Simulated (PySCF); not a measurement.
Computed IR spectrum (relative IR intensity) of a molecule CH3F3OSi. The structure is a stationary point at PBE-D3(BJ)/def2-SVP. One conformer was computed; it need not be the lowest. Level of theory: PBE-D3(BJ)/def2-SVP run with PySCF. Frequencies are harmonic and unscaled.

Lines under 2 % of the strongest are left out, and lines within 2 cm⁻¹ are merged.

```csv
ν (cm⁻¹),relative intensity
157,3.2
182,3.0
282,13
322,6.9
362,21
390,17
807,28
875,100
946,55
981,24
1018,36
1399,2.1
2971,3.3
3034,2.8
3712,34
```

Identify the compound among the candidates.
A) OC[Si](F)(F)F
B) O[Si](F)(F)CF
C) CO[Si](F)(F)F
D) O[SiH2]C(F)(F)F

B, O[Si](F)(F)CF
